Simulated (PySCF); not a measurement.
Species: C5H6F2OS.
SMILES with atom numbers: `[O:1]=[S@:2]1[CH:3]=[CH:4][CH2:5][C:6]([F:7])([F:8])[CH2:9]1` (hydrogens: H10 on C3; H11 on C4; H12, H13 on C5; H14, H15 on C9)

Level of theory: BHandHLYP/def2-SV(P) geometry optimisation, gas phase (PySCF).

Q: What internal coordinates does the optimisation give?

A: 
```json
{"bond": "O1=S2", "length (pm)": "149.0", "order": "double"}
{"bond": "S2–C3", "length (pm)": "179.1", "order": "single"}
{"bond": "C3=C4", "length (pm)": "132.7", "order": "double"}
{"bond": "C4–C5", "length (pm)": "149.8", "order": "single"}
{"bond": "C5–C6", "length (pm)": "151.1", "order": "single"}
{"bond": "C6–F7", "length (pm)": "134.6", "order": "single"}
{"bond": "C6–F8", "length (pm)": "135.4", "order": "single"}
{"bond": "C6–C9", "length (pm)": "150.8", "order": "single"}
{"bond": "S2–C9", "length (pm)": "182.7", "order": "single"}
{"bond": "C3–H10", "length (pm)": "108.7", "order": "single"}
{"bond": "C4–H11", "length (pm)": "108.9", "order": "single"}
{"bond": "C5–H12", "length (pm)": "109.6", "order": "single"}
{"bond": "C5–H13", "length (pm)": "109.7", "order": "single"}
{"bond": "C9–H14", "length (pm)": "109.3", "order": "single"}
{"bond": "C9–H15", "length (pm)": "109.3", "order": "single"}
```

Orders are formal, as drawn. A selection of angles:
```json
{"angle": "O1–S2–C3", "degrees": "106.6"}
{"angle": "O1–S2–C9", "degrees": "105.8"}
{"angle": "C3–S2–C9", "degrees": "95.9"}
{"angle": "S2–C3–C4", "degrees": "126.8"}
{"angle": "S2–C3–H10", "degrees": "111.1"}
{"angle": "C4–C3–H10", "degrees": "122.1"}
{"angle": "C3–C4–C5", "degrees": "126.4"}
{"angle": "C3–C4–H11", "degrees": "117.9"}
{"angle": "C5–C4–H11", "degrees": "115.7"}
{"angle": "C4–C5–C6", "degrees": "113.6"}
{"angle": "C4–C5–H12", "degrees": "110.7"}
{"angle": "C4–C5–H13", "degrees": "109.6"}
{"angle": "C6–C5–H12", "degrees": "107.7"}
{"angle": "C6–C5–H13", "degrees": "108.3"}
{"angle": "H12–C5–H13", "degrees": "106.6"}
{"angle": "C5–C6–F7", "degrees": "109.2"}
{"angle": "C5–C6–F8", "degrees": "109.0"}
{"angle": "C5–C6–C9", "degrees": "114.2"}
{"angle": "F7–C6–F8", "degrees": "106.6"}
{"angle": "F7–C6–C9", "degrees": "109.4"}
{"angle": "F8–C6–C9", "degrees": "108.1"}
{"angle": "C6–C9–H14", "degrees": "110.0"}
{"angle": "C6–C9–H15", "degrees": "112.2"}
{"angle": "S2–C9–C6", "degrees": "112.2"}
{"angle": "S2–C9–H14", "degrees": "106.9"}
{"angle": "S2–C9–H15", "degrees": "105.6"}
{"angle": "H14–C9–H15", "degrees": "109.7"}
```

Torsions: O1–S2–C3–C4 129° (anticlinal); S2–C3–C4–C5 -4° (synperiplanar); C3–C4–C5–C6 11° (synperiplanar); C4–C5–C6–F7 -167° (antiperiplanar); C5–C6–C9–S2 67° (synclinal); O1–S2–C9–C6 -158° (antiperiplanar).

The 4 C–C bonds span 1.327 Å (C3=C4, drawn double) to 1.511 Å (C5–C6, drawn single), a spread of 0.184 Å. Of the pairs four or more bonds apart, C3···F8 is among the closest relative to their van der Waals radii: 3.28 Å, 103 % of the sum of Bondi's values. S2 (sulfinyl sulfur) is pyramidal (angles 106.6°, 105.8° and 95.9°, sum 308.3°, 0.72 Å off the plane of its three neighbours). The 2 C–S bonds span 1.791 Å (S2–C3, drawn single) to 1.827 Å (S2–C9, drawn single), a spread of 0.036 Å. The 6-membered ring S2–C3–C4–C5–C6–C9 has internal angles of 95.9° to 126.8°; it is puckered, 0.21 Å rms from its mean plane, widest ring torsion 67°.

Point group: C1 (no symmetry element, even within 0.4 Å). Not checked by BHandHLYP/def2-SV(P) frequencies. One conformer, not necessarily the lowest.
